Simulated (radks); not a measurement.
The numbers below are computed, except where a source is named.
Question: Ionisation of Si+, [Ne] 3s2 3p1, to Si2+, [Ne] 3s2, under several functionals. Non-relativistic Kohn-Sham, spin-unpolarised, spherical densities, point nucleus; a radial shooting solver on a logarithmic mesh with Libxc functionals. The NIST Atomic Spectra Database gives 16.346 eV (measured). Rank these functionals by the error of their Delta-SCF ionisation energy: TASK exchange with Perdew-Wang LDA correlation; LDA (Slater exchange, VWN5 correlation); PBEsol; Wu-Cohen GGA; Tao-Mo meta-GGA; exchange-only B88; MS2 meta-GGA.

Answer: From best to worst: LDA (Slater exchange, VWN5 correlation) 16.121 eV (-0.225); Wu-Cohen GGA 16.002 eV (-0.343); PBEsol 15.976 eV (-0.370); Tao-Mo meta-GGA 15.904 eV (-0.442); MS2 meta-GGA 15.878 eV (-0.468); TASK exchange with Perdew-Wang LDA correlation 15.788 eV (-0.558); exchange-only B88 15.200 eV (-1.146). Spin polarisation and multiplet splitting are left out, so open shells lie too high by an amount that depends on their filling.

Beside tabulated values, note that spin-unpolarised runs miss the spin-polarisation part of the exchange energy of open shells.
